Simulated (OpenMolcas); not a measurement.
**4d⁶ along the 42-electron sequence**

```json
{
 "Program": "OpenMolcas",
 "Method": "SS-CASPT2, IPEA 0.25 Eh, imaginary shift 0.1 Eh",
 "Basis": "ANO-R3",
 "Scalar Hamiltonian": "X2C, finite nucleus",
 "Spin-orbit coupling": "state interaction with AMFI integrals over the reference wave functions, term energies averaged over their components"
}
```

Active space for each ion: 6 electrons in 5 orbitals (4d); closed shells correlated by CASPT2: 4s 4p.

Computed levels in cm-1 above ⁵D₄:

| Level | Ru2+ | Rh3+ | Pd4+ | Ag5+ |
| --- | --- | --- | --- | --- |
| ⁵D₃ | 1176 | 1573 | 2020 | 2580 |
| ⁵D₂ | 1866 | 2450 | 3080 | 3830 |
| ⁵D₁ | 2320 | 3040 | 3820 | 4780 |
| ⁵D₀ | 2530 | 3320 | 4170 | 5200 |
| ³P₂(1) | 15320 | 17550 | 19560 | 21460 |
| ³H₆ | 15580 | 17880 | 20020 | 22100 |
| ³H₅ | 15840 | 18170 | 20330 | 22410 |
| ³F₃(1) | 17380 | 20050 | 22550 | 24950 |
| ³F₂(1) | 17920 | 20740 | 23390 | 25930 |
| weight of ⁵D in the lowest level (%) | 99 | 98 | 98 | 97 |

Mixed levels, with the weight of the term that names them: Ag5+ ³H₅ (73 %), Ag5+ ³F₃(1) (74 %).

Measured, with the error of the calculation in %. Measured levels: Ru2+ from Moore, Atomic Energy Levels, vol. III, NSRDS-NBS 35 (1971 reprint of NBS Circular 467, 1958); Ag5+ from the list in Gamrath, thesis, University of Mons (2023).

| Level | Ru2+ | Ag5+ |
| --- | --- | --- |
| ⁵D₃ | 1159 (+1.5) | 2692 (-4.3) |
| ⁵D₂ | 1826 (+2.2) | 3953 (-3.1) |
| ⁵D₁ | 2266 (+2.3) | 4941 (-3.3) |
| ⁵D₀ | 2476 (+2.4) | 5380 (-3.3) |
| ³P₂(1) |  | 21042 (+2.0) |
| ³H₆ |  | 21512 (+2.7) |
| ³H₅ |  | 21812 (+2.7) |
| ³F₃(1) |  | 24441 (+2.1) |
| ³F₂(1) |  | 25306 (+2.5) |

The fine-structure level ⁵D₀ changes by a factor of 2.06 from Ru2+ to Ag5+. Its fourth root runs 7.09, 7.59, 8.04, 8.49, with steps per unit of Z of 0.50, 0.45, 0.46; equal steps would mean a (Z - σ)^4 law with constant σ.

³P₂(1) changes by a factor of 1.4 over the same range, with steps per unit of Z of +2230, +2010, +1900 cm-1.

Term energies are means over components that CASPT2 splits; among the terms shown or strongly mixed into the levels shown the widest spread is 130 cm-1 (4d⁶ ³F(1), Ru2+). Levels of configurations with an s electron are missing; early in the row they begin among the upper levels of the d shell and mix with terms of their name (holds for Ru2+). Measured partners are found by configuration, term and J. A level has none where our copy of the source lacks it or the pairing is in doubt (some pairs that miss far off the trend of their configuration count as doubtful), and it then counts in no deviation. Only configurations of the active space appear.

A number in round brackets counts repeated terms of one configuration in the order of the reference energies.
